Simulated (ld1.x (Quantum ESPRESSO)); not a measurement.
# What the settings do to the TM potential of boron (B)

Base potential:

```json
{
 "Element": "B",
 "Generator": "ld1.x (Quantum ESPRESSO) 7.5",
 "Type": "norm-conserving Troullier–Martins (Kleinman–Bylander form)",
 "Functional": "PBEsol",
 "Relativity": "non-relativistic",
 "Frozen core": "[He]",
 "Valence charge": "3",
 "Reference configuration": "2s2 2p1",
 "Partial waves": "2s (bound): rc 1.15 bohr; 2p (bound): rc 2.10 bohr; 3d channel at 0.05 Ry: rc 2.00 bohr",
 "Local potential": "the d channel",
 "Core correction": "none"
}
```

Cutoffs, loose and tight: the cutoffs (Ry, on a coarse ladder) from which the occupation-weighted sum of valence levels, in a spherical-Bessel basis at the reference potential, stays within 10 and 1 mRy of its value at 400 Ry. They do not see the model core or the augmentation charge, which bear on the density cutoff. Test errors are all-electron minus pseudo excitation energies from the reference, over the configurations 2s2 2p0; 2s1 2p0; 2s2 2p0.5; 2s1 2p1; 2s2 2p1.3; 2s0 2p3; 2s1 2p2. A dash means not determined; rows that change the core or the reference have their own tests.

```tsv
change	outcome	cutoff, loose	cutoff, tight	bound ghosts	largest test error (meV)
base	generated	21 Ry	55 Ry	none	+113
all radii scaled by about 0.79 (s 0.90, p 1.66, d 1.58 bohr)	generated	90 Ry	180 Ry	none	+98
all radii scaled by about 0.84 (s 0.96, p 1.76, d 1.68 bohr)	generated	70 Ry	140 Ry	none	+91
all radii scaled by about 1.10 (s 1.26, p 2.30, d 2.20 bohr)	generated	21 Ry	55 Ry	none	+135
all radii scaled by about 1.20 (s 1.38, p 2.52, d 2.40 bohr)	generated	21 Ry	55 Ry	none	+161
all radii scaled by about 1.36 (s 1.56, p 2.86, d 2.72 bohr)	generated	18 Ry	50 Ry	none	+225
```

**Question.** What comes out with this change to the base: all radii scaled by about 0.93 (s 1.06, p 1.96, d 1.86 bohr)?

**Answer.** outcome: generated; cutoff, loose: 30 Ry; cutoff, tight: 70 Ry; bound ghosts: none; largest test error (meV): +101.

**Question.** What comes out with this change to the base: all radii scaled by about 1.30 (s 1.50, p 2.72, d 2.60 bohr)?

**Answer.** outcome: generated; cutoff, loose: 18 Ry; cutoff, tight: 50 Ry; bound ghosts: none; largest test error (meV): +196.

Reading the sweep of the scale of all radii (base = 1) (base included, trends over the rows without a ghost): The loose cutoff falls from 90 Ry at 0.79 to 18 Ry at 1.36. A larger radius leaves more room for a smooth pseudo-wave, so fewer plane waves are needed; a smaller one forces it to follow the all-electron wave where it bends sharply. The median size of the test errors (rows with all tests solved) is not monotonic: lowest 3.8 meV at 1, highest 27.8 meV at 1.36.
